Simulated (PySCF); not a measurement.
Harmonic spectrum computed at PBE0 in the def2-TZVP basis family (core potentials from Rb on, PySCF, no spin–orbit coupling):

```
ω (cm⁻¹)  IR (km/mol, summed over degenerate members)  degeneracy
      89                                         26.1           2
     611                                         82.5           1
     865                                         17.2           1
```

Problem. Which molecule gave it? In each, all ligands are bound to the one heavy central atom.
A. FSnN (singlet)
B. FGeN (singlet)
C. FSeN (singlet)
D. FPbN (singlet)

Solution. A. It has C∞v symmetry with Sn–F 1.906 Å, Sn–N 1.822 Å.
